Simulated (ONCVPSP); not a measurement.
**W (Z = 74), ONCV: configuration errors across variants**

tungsten (W), optimised norm-conserving Vanderbilt (ONCV), made with ONCVPSP 4.0.1 (PBEsol, scalar-relativistic). Core [Kr] 4d10 4f14 5s2, reference 5p6 5d4 6s2. Waves: 6s: rc 2.60 bohr, ncon 4, nbas 7, qcut 2.2 1/bohr, 2 projectors, debl 0.4 Ha; 5p: rc 1.55 bohr, ncon 4, nbas 9, qcut 8.4 1/bohr, 3 projectors, debl 1.5 Ha; 5d: rc 2.75 bohr, ncon 4, nbas 9, qcut 5.5 1/bohr, 1 projector. Local part: polynomial inside 1.35 bohr (lpopt 2, dvloc0 1 Ha). Core correction: Teter function, fcfact 2.75, rcfact 1.45.

In the p channel the program set the typed energies aside and used -1.588, 0.250, 1.750 Ha.

All-electron excitation energies from the reference (eV): (1) 5p6 5d4 6s1 8.925; (2) 5p6 5d4 6s0 24.621; (3) 5p6 5d3 6s0 50.025; (4) 5p6 5d3 6s2 8.874.

A true bound ghost makes a file unfit for plane-wave use even where its test errors are small: the radial tests pick states by their node count and pass the ghost by.

Errors AE − PS in meV (a dash: test not solved or not reliable):

| change | (1) | (2) | (3) | (4) | bound ghosts | GHOST(+) flags above zero |
| --- | --- | --- | --- | --- | --- | --- |
| base | -11 | -38 | -6.1 | -12 | s, d | none |
| core correction Teter function, fcfact 1.5, rcfact 1.45 | -11 | -36 | -4.8 | -11 | s, d | none |
| core correction Teter function, fcfact 2.1, rcfact 1.45 | -11 | -37 | -5.3 | -11 | s, d | none |
| core correction Teter function, fcfact 2.8, rcfact 1.45 | -11 | -38 | -6.2 | -12 | s, d | none |
| core correction Teter function, fcfact 3.4, rcfact 1.45 | -11 | -38 | -7.1 | -12 | s, d | none |
| core correction Teter function, fcfact 4.3, rcfact 1.45 | -11 | -39 | -8.8 | -13 | s, d | none |
| core correction Teter function, fcfact 5.3, rcfact 1.45 | -11 | -40 | -11 | -13 | s, d | none |
| core correction Teter function, fcfact 6.3, rcfact 1.45 | -11 | -41 | -13 | -14 | s, d | none |
| core correction Teter function, fcfact 7, rcfact 1.45 | -11 | -41 | -15 | -14 | s, d | none |
| core correction Teter function, fcfact 7.6, rcfact 1.45 | -11 | -42 | -17 | -15 | s, d | none |

Task: Give the same row for: core correction Teter function, fcfact 4.7, rcfact 1.45.

Result: -11, -39, -9.6, -13; bound ghosts: s, d; GHOST(+) flags above zero: none.
